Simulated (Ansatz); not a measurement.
Ansatz (an electronic-structure program) input:

Ansatz 0.2 input:
```yaml
crystal:
  periodic: [false, false, false]
  atoms:
    - {symbol: Br, position_ang: [-0.00000000, -0.00000000, -1.15786779]}
    - {symbol: Br, position_ang: [0.00000000, 0.00000000, 1.15786779]}
basis:
  gaussian:
    orbitals: aug-cc-pVDZ
magnetization: {spin_polarized: false}
correlation: {method: ccsd_t, electrons: outside_noble_gas}
output: {forces: true}
```

Question: Predict the final energy.

Answer: -5145.03553 Eh (CCSD(T)/aug-cc-pVDZ). The basis has 72 functions.
